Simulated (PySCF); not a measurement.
CH₃Be, charge +1, singlet, at a GFN2-xTB geometry (such geometries of metal compounds can be far from the true shape); WB97X/def2-TZVP in PySCF.

The PySCF input:
```python
from pyscf import gto, scf, dft

mol = gto.M(
    atom='''
Be   -0.877592   -0.538544   -0.725623
C     0.278447    0.170872    0.230229
H     0.879463   -0.519777    0.850111
H    -0.093948    0.898538    0.974739
H     1.054174    0.750185   -0.303732
''',
    basis='def2-tzvp',
    charge=1,
    spin=0,
    verbose=4,
)

mf = dft.RKS(mol)
mf.xc = 'wb97x'
mf.grids.atom_grid = (50, 194)
mf.kernel()
```

It wrote (shortened):

```
PySCF version 2.14.0

[INPUT] verbose = 4
[INPUT] num. atoms = 5
[INPUT] num. electrons = 12
[INPUT] charge = 1
[INPUT] spin (= nelec alpha-beta = 2S) = 0
[INPUT] symmetry False subgroup None
[INPUT] Mole.unit = angstrom
[INPUT] Symbol           X                Y                Z      unit          X                Y                Z       unit  Magmom
[INPUT]  1 Be    -0.877592000000  -0.538544000000  -0.725623000000 AA   -1.658408529109  -1.017700666028  -1.371228739685 Bohr   0.0
[INPUT]  2 C      0.278447000000   0.170872000000   0.230229000000 AA    0.526188570207   0.322901282357   0.435069755932 Bohr   0.0
[INPUT]  3 H      0.879463000000  -0.519777000000   0.850111000000 AA    1.661944206688  -0.982236175848   1.606476965480 Bohr   0.0
[INPUT]  4 H     -0.093948000000   0.898538000000   0.974739000000 AA   -0.177535989951   1.697990732514   1.841989752932 Bohr   0.0
[INPUT]  5 H      1.054174000000   0.750185000000  -0.303732000000 AA    1.992100147637   1.417644192757  -0.573970295266 Bohr   0.0

nuclear repulsion = 19.8798240806713
number of shells = 32
number of NR pGTOs = 98
number of NR cGTOs = 68
basis = def2-tzvp
ecp = {}

******** <class 'pyscf.dft.rks.RKS'> ********
method = RKS
initial guess = minao
damping factor = 0
level_shift factor = 0
DIIS = <class 'pyscf.scf.diis.CDIIS'>
diis_start_cycle = 1
diis_space = 8
diis_damp = 0
SCF conv_tol = 1e-09
SCF conv_tol_grad = None
SCF max_cycles = 50
direct_scf = True
direct_scf_tol = 1e-13
XC library pyscf.dft.libxc version 7.1.2
    S. Lehtola, C. Steigemann, M. J. T. Oliveira, and M. A. L. Marques,  SoftwareX 7, 1–5 (2018)
XC functionals = wb97x
    J.-D. Chai and M. Head-Gordon,  J. Chem. Phys. 128, 084106 (2008)
radial grids:
    Treutler-Ahlrichs [JCP 102, 346 (1995); DOI:10.1063/1.469408] (M4) radial grids

becke partition: Becke, JCP 88, 2547 (1988); DOI:10.1063/1.454033
pruning grids: <function nwchem_prune>
grids dens level: 3
symmetrized grids: False
atomic radii adjust function: <function treutler_atomic_radii_adjust>
User specified grid scheme (50, 194)
small_rho_cutoff = 0
Set gradient conv threshold to 3.16228e-05
Initial guess from minao.
tot grids = 32952
init E= -54.6401039395734
  HOMO = -0.443763360495893  LUMO = -0.143765527860744  gap/eV = 8.16336
cycle= 1 E= -54.2769465579763  delta_E= 0.363  |g|= 0.198  |ddm|= 1.51
  HOMO = -0.698850680265114  LUMO = -0.30406614982066  gap/eV = 10.74263
cycle= 2 E= -54.2992956382929  delta_E= -0.0223  |g|= 0.0773  |ddm|= 0.393
  HOMO = -0.670057069958327  LUMO = -0.27896708128376  gap/eV = 10.64210
cycle= 3 E= -54.3016774683356  delta_E= -0.00238  |g|= 0.0233  |ddm|= 0.101
  HOMO = -0.672069267348986  LUMO = -0.277413870248262  gap/eV = 10.73912
cycle= 4 E= -54.302247757712  delta_E= -0.00057  |g|= 0.0135  |ddm|= 0.0473
  HOMO = -0.668118811613507  LUMO = -0.275736254175905  gap/eV = 10.67727
cycle= 5 E= -54.3023778021247  delta_E= -0.00013  |g|= 0.00439  |ddm|= 0.0227
  HOMO = -0.668094520635822  LUMO = -0.274926191537707  gap/eV = 10.69866
cycle= 6 E= -54.3024122240177  delta_E= -3.44e-05  |g|= 0.0011  |ddm|= 0.0201
  HOMO = -0.667809075066792  LUMO = -0.274679307592608  gap/eV = 10.69761
cycle= 7 E= -54.3024137931531  delta_E= -1.57e-06  |g|= 0.000103  |ddm|= 0.00482
  HOMO = -0.667835763400292  LUMO = -0.274682471537243  gap/eV = 10.69825
cycle= 8 E= -54.3024137976158  delta_E= -4.46e-09  |g|= 1.09e-05  |ddm|= 0.000241
  HOMO = -0.667836138497282  LUMO = -0.274687248938578  gap/eV = 10.69813
cycle= 9 E= -54.3024137976919  delta_E= -7.62e-11  |g|= 1.55e-06  |ddm|= 4.49e-05
  HOMO = -0.66783641427444  LUMO = -0.274687382906649  gap/eV = 10.69813
Extra cycle  E= -54.3024137976935  delta_E= -1.56e-12  |g|= 5.94e-07  |ddm|= 3.23e-06
converged SCF energy = -54.3024137976935
```
